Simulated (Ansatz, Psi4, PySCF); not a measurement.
H2Be, charge -1, doublet, at the geometry of the source list (a state made from the parent by changing its charge; the spin is typed, not shown lowest) (in this run its highest filled SCF level lies above zero, so its values depend strongly on the basis, on diffuse functions most of all). Base run: PBE0/6-31G* in PySCF.

Input for PySCF:
```python
from pyscf import gto, scf, dft

mol = gto.M(
    atom='''
Be    0.000000    0.000000    0.000000
H     0.533900   -0.708500    0.922600
H    -0.533900    0.708500   -0.922600
''',
    basis='6-31g*',
    charge=-1,
    spin=1,
    verbose=4,
)

mf = dft.UKS(mol)
mf.xc = 'pbe0'
mf.kernel()
```

The same geometry, method and basis name were run in Ansatz (a program for electronic structure) and Psi4 and PySCF, at each program's defaults and at the settings that a row names. The base is PySCF at its defaults. Differences at the defaults can come from grids, fitting, cores and function types together.

| code and settings | ΔE vs base (mEh) | basis functions | E (Eh) | SCF cycles |
|---|---|---|---|---|
| PySCF, defaults (exact integrals, its default grid, spherical functions) | 0.000 | 18 | -15.81070 | 8 |
| Psi4, defaults (density fitting with its default set, its default grid, Cartesian functions) | -0.427 | 19 | -15.81113 | 7 |
| Ansatz, defaults (factorised integrals, its default grid, Cartesian functions) | -0.396 | 19 | -15.81110 | - |
| PySCF, density fitting with def2-universal-jkfit | -0.059 | 18 | -15.81076 | 8 |
| PySCF, fine grid | 0.000 | 18 | -15.81070 | 8 |
| Psi4, exact integrals, spherical functions, fine grid | 0.000 | 18 | -15.81070 | 9 |
| Ansatz, high accuracy, Cartesian functions as the basis file defines them | -0.398 | 19 | -15.81110 | - |

Open shells are given as the SCF converged; they aren't shown to be the lowest states, and a large step between rows can be another state.
